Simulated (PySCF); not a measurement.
## Spin-rotation constants: `C1=C(F)C(=C)[C@H](F)[C@@H]1F`, C6H5F3

Molfile (atoms numbered from 1):
```
C6H5F3
     RDKit          3D

 14 14  0  0  0  0  0  0  0  0999 V2000
    2.1772    0.0850    0.1125 C   0  0  0  0  0  0  0  0  0  0  0  0
    0.8511    0.1222    0.1102 C   0  0  0  0  0  0  0  0  0  0  0  0
   -0.0047    1.2927   -0.0161 C   0  0  0  0  0  0  0  0  0  0  0  0
    0.5150    2.5192   -0.0150 F   0  0  0  0  0  0  0  0  0  0  0  0
   -1.3021    1.0002   -0.1045 C   0  0  0  0  0  0  0  0  0  0  0  0
   -1.4990   -0.4875   -0.1113 C   0  0  1  0  0  0  0  0  0  0  0  0
   -1.9166   -0.9089   -1.3534 F   0  0  0  0  0  0  0  0  0  0  0  0
   -0.0901   -1.0599    0.2112 C   0  0  1  0  0  0  0  0  0  0  0  0
    0.2533   -2.0678   -0.6462 F   0  0  0  0  0  0  0  0  0  0  0  0
    2.7571    0.9877    0.0262 H   0  0  0  0  0  0  0  0  0  0  0  0
    2.7109   -0.8460    0.1855 H   0  0  0  0  0  0  0  0  0  0  0  0
   -2.1151    1.6895   -0.2315 H   0  0  0  0  0  0  0  0  0  0  0  0
   -2.2679   -0.8321    0.5907 H   0  0  0  0  0  0  0  0  0  0  0  0
   -0.0698   -1.4949    1.2196 H   0  0  0  0  0  0  0  0  0  0  0  0
  1  2  2  0
  2  3  1  0
  3  4  1  0
  3  5  2  0
  5  6  1  0
  6  7  1  0
  6  8  1  0
  8  9  1  0
  8  2  1  0
  1 10  1  0
  1 11  1  0
  5 12  1  0
  6 13  1  1
  8 14  1  1
M  END
```

Method: GIAO B3LYP/pcSseg-1 magnetisability, rotational g tensor and spin-rotation constants, non-relativistic, gas phase (PySCF 2.14.0). Geometry: GFN2-xTB.

Question: Give the nuclear spin-rotation constants along the inertial axes (H = +C I·J) beside the isotropic shieldings.

Answer: Rotational constants 2.3884, 1.5262, 1.0088 GHz. A star marks the isotopologue with that one atom substituted, in its own axes.
```csv
atom,isotope,Caa (kHz),Cbb (kHz),Ccc (kHz),mean (kHz),σ (ppm)
F4,19F,2.818,2.417,0.256,1.830,295.7
F7,19F,0.921,0.836,0.674,0.810,379.0
F9,19F,0.721,0.785,0.508,0.671,395.3
H10,1H,0.185,-0.152,-0.102,-0.023,25.9
H11,1H,-0.159,0.088,-0.118,-0.063,26.0
H12,1H,-0.252,0.148,-0.126,-0.077,26.1
H13,1H,-0.133,-0.103,-0.004,-0.080,26.2
H14,1H,-0.238,-0.114,0.042,-0.104,26.4
C1,13C*,0.953,0.557,0.139,0.550,63.1
C2,13C*,1.079,0.611,0.207,0.632,30.7
C3,13C*,1.102,0.637,0.294,0.678,4.4
C5,13C*,0.860,0.554,0.178,0.530,64.9
C6,13C*,0.643,0.438,0.229,0.437,88.9
C8,13C*,0.601,0.405,0.266,0.424,89.6
```
For the geometry as given, no vibrational averaging.
